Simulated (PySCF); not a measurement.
## SrSe⁺ at PBE0

Level: PBE0. Sr def2-SVPD with ECP28, Se def2-SVPD; scalar-relativistic core potentials (PySCF 2.14).

- state: ²Σ⁺ (doublet), unpaired electrons σ ↑, a second solution, started from another occupation
- bond length: 2.625 Å
- harmonic wavenumber: 244 cm⁻¹
- force constant: 1.47 mdyn/Å
- rotational constant Be: 0.05846 cm⁻¹
- anharmonicity ωexe: 0.467 cm⁻¹
- vibration–rotation constant αe: 0.000166 cm⁻¹
- energy of the minimum from ground-state Sr⁺ + Se: -1.87 eV
- bond order (Mayer): 1.23
- dipole moment (positive dipole points towards Se; it is taken about the centre of mass and depends on that origin): -10.62 D

Spin–orbit coupling is left out. For an ion De counts to the pair picked by the measured ionisation energies or electron affinities, which need not be the lowest pair at this level.
